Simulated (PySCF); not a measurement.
# TmCl: frontier orbitals

LDA at R = 2.482 Å; PySCF, spin-free X2C with a Gaussian nucleus, basis sets Tm x2c-SVPall, Cl x2c-SVPall. State: triplet, about 13.0 electrons in the 4f shell (Mulliken), real f orbitals that mix terms. Only the outer orbitals are listed, counted within each symmetry.

| spin | orbital | occ. | ε (eV) | on Tm (%) | main shells (%) |
| --- | --- | --- | --- | --- | --- |
| α | 3δ | 1 | -4.31 | 100 | 100 Tm f |
| α | 17σ | 1 | -3.94 | 96 | 81 Tm s |
| α | 1φ | 1 | -3.32 | 100 | 100 Tm f |
| α | 1φ | 1 | -3.32 | 100 | 100 Tm f |
| α | 3δ | 1 | -3.31 | 100 | 100 Tm f |
| α | 9π | 1 | -3.15 | 100 | 100 Tm f |
| α | 9π | 1 | -3.15 | 100 | 100 Tm f |
| α | 18σ | 1 | -3.11 | 99 | 95 Tm f |
| α | 4δ | 0 | -1.21 | 100 | 100 Tm d |
| α | 10π | 0 | -1.18 | 99 | 53 Tm p, 46 Tm d |
| α | 10π | 0 | -1.18 | 99 | 53 Tm p, 46 Tm d |
| β | 9π | 1 | -2.72 | 100 | 100 Tm f |
| β | 9π | 1 | -2.72 | 100 | 100 Tm f |
| β | 3δ | 1 | -2.72 | 100 | 100 Tm f |
| β | 1φ | 1 | -2.46 | 100 | 100 Tm f |
| β | 1φ | 1 | -2.46 | 100 | 100 Tm f |
| β | 18σ | 1 | -2.39 | 99 | 96 Tm f |
| β | 17σ | 0 | -3.25 | 97 | 85 Tm s |
| β | 3δ | 0 | -2.62 | 100 | 100 Tm f |
| β | 4δ | 0 | -0.60 | 100 | 100 Tm d |

Q: Which are the highest filled and the lowest empty level, where do they sit, and how wide is the gap?

A: Highest filled β 18σ at -2.39 eV (in %: 96 Tm f); lowest empty β 17σ at -3.25 eV (in %: 85 Tm s); the gap at LDA is -0.86 eV.

```
bond order (Mayer)                               : 1.25
⟨S²⟩                                             : 2.001
charge on Tm (Mulliken, basis-dependent)         : 0.30
charge on Tm (Löwdin, basis-dependent)           : 0.02
dipole moment (positive dipole means Tm(−)Cl(+)) : -4.35 D
```

Spin–orbit coupling is left out. Counting both spins, an empty level lies below a filled one in this solution, because spin and occupation are held. The state is the lowest single determinant that the PBE0 search found; with open d or f shells the true ground state can be another one.
